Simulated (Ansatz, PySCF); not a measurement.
Process, species as SMILES: [O][Si]([SiH3])([SiH3])[SiH3] -> O[Si]([SiH2])([SiH3])[SiH3]
Structures are relaxed separately at B3LYP-D3(BJ)/def2-TZVP in Ansatz (a quantum-chemistry and plane-wave program), one conformer each, not searched for the lowest. Frequencies are from Ansatz or PySCF.

Wanted: isomerisation energy (enthalpy at 298 K, with B3LYP-D3(BJ) rigid-rotor harmonic-oscillator terms), in kJ/mol. Cores are frozen in the correlated levels unless marked. Open shells are spin-unrestricted. No spin-orbit coupling. Non-relativistic unless marked X2C. CBS marks a two-point X^-3 extrapolation of the correlation energy; Hartree-Fock from the larger set.

```json
[
 {"level": "B97M-V/def2-TZVPD", "program": "Ansatz", "isomerisation energy (kJ/mol)": "-77.8"},
 {"level": "HSE06/def2-TZVPD", "program": "Ansatz", "isomerisation energy (kJ/mol)": "…"},
 {"level": "LC-wPBE/def2-TZVPD", "program": "Ansatz", "isomerisation energy (kJ/mol)": "…"},
 {"level": "SCS-MP2/6-31G", "program": "Ansatz", "isomerisation energy (kJ/mol)": "-147.4"},
 {"level": "CCSD/cc-pVTZ", "program": "Ansatz", "isomerisation energy (kJ/mol)": "-100.4"},
 {"level": "X2C-CCSD(T)/cc-pVTZ-DK", "program": "Ansatz", "isomerisation energy (kJ/mol)": "-98.1"},
 {"level": "CCSD(T)/CBS(cc-pV(T+d)Z,cc-pV(Q+d)Z)", "program": "Ansatz", "isomerisation energy (kJ/mol)": "…"}
]
```

Q: What belongs in the gaps?

A: 
- HSE06/def2-TZVPD, isomerisation energy (kJ/mol): -88.0
- LC-wPBE/def2-TZVPD, isomerisation energy (kJ/mol): -100.8
- CCSD(T)/CBS(cc-pV(T+d)Z,cc-pV(Q+d)Z), isomerisation energy (kJ/mol): -97.2
